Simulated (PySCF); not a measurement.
## Ti²⁺ (titanium, charge +2) across methods

[Ar] 3d2, high-spin 3F determinant. Computed with PySCF 2.14 in def2-TZVPPD, with the non-relativistic Hamiltonian (point nucleus).

```
   method  E (hartree)  mean ε 3p α (eV)  mean ε 3p β (eV)  mean ε 3d α (eV)  Σ⟨r²⟩ (bohr²)   ⟨S²⟩
     PBE0     -848.401           -58.416           -56.037           -22.869          16.55  2.001
      UHF   -847.72178           -66.833           -62.355           -28.038          16.41  2.003
      LDA     -846.509           -55.312           -53.568           -20.889          16.69  2.000
  r2SCAN0     -848.560           -59.100           -56.490           -23.151          16.46  2.001
   PBEsol     -847.394           -55.185           -53.399           -20.817          16.67  2.000
      PBE     -848.349           -55.266           -53.488           -20.945          16.68  2.000
BHandHLYP     -848.607           -61.390           -58.416           -24.804          16.49  2.001
    B3LYP     -848.608           -57.763           -55.555           -22.587          16.60  2.001
   r2SCAN     -848.561           -56.287           -54.176           -21.284          16.53  2.001
```
